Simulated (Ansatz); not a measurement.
Correlation energies of AlH₅OSi₂ (`[O]1[AlH][SiH2][SiH2]1`) by basis set

Z-matrix (Å, degrees):
```
Si
Al 1 2.740
O 1 1.667 2 36.9
Si 1 2.361 2 56.7 3 179.9
H 1 1.488 2 124.2 3 79.0
H 1 1.488 2 124.1 3 -79.2
H 2 1.580 1 157.7 3 0.3
H 4 1.488 1 117.1 2 -113.3
H 4 1.488 1 117.2 2 113.4
```

Total charge 0; spin multiplicity 1. The geometry is a stationary point of PBE0-D4/def2-TZVP. Frozen core, restricted reference, the Gaussian-basis code of Ansatz. CBS rows extrapolate triple and quadruple zeta; past MP2 they add the triple-zeta difference.

```json
{"basis": "def2-SVP", "HF (Eh)": "-897.29671", "MP2 corr.": "-0.43716", "CCSD corr.": "-0.48545", "(T)": "?", "CCSD(T) total": "?"}
{"basis": "def2-TZVPP", "HF (Eh)": "-897.68894", "MP2 corr.": "?", "CCSD corr.": "?", "(T)": "-0.02373", "CCSD(T) total": "?"}
{"basis": "def2-QZVPP", "HF (Eh)": "-897.71764", "MP2 corr.": "-0.59536", "CCSD corr.": "–", "(T)": "–", "CCSD(T) total": "–"}
{"basis": "CBS(def2)", "HF (Eh)": "-897.72159", "MP2 corr.": "-0.62726", "CCSD corr.": "?", "(T)": "as TZ", "CCSD(T) total": "?"}
```

(1) Fill in the withheld values. (Best estimate.)

Results:

(1) Ansatz gave: def2-SVP (T): -0.01395; def2-SVP CCSD(T) total: -897.79611; def2-TZVPP MP2 corr.: -0.55230; def2-TZVPP CCSD corr.: -0.59788; def2-TZVPP CCSD(T) total: -898.31055; CBS(def2) CCSD corr.: -0.67284; CBS(def2) CCSD(T) total: -898.41816.
